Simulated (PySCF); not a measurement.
methyl 2,2-dimethylpropanoate (C6H12O2), SMILES COC(=O)C(C)(C)C.

The structure is a stationary point at r2SCAN-D4/def2-SVP.

Computed with M06-2X/def2-SVP (PySCF).

Isolated molecule, no solvent.

### Question
Estimate the frontier levels, gap, dipole moment and polarisability. (Estimate from the structure and the level; the computed values follow.)

### Answer

- highest occupied level = -9.28 eV
- lowest empty level = 1.59 eV
- orbital gap = 10.87 eV
- dipole moment = 1.71 D
- quadrupole, principal values (traceless, Buckingham form, about the centre of nuclear charge) = -9.11, 0.34, 8.77 D·Å
- mean static polarisability = 70.0 bohr³ (10.37 Å³)
- polarisability, principal values = 63.1, 69.4, 77.4 bohr³
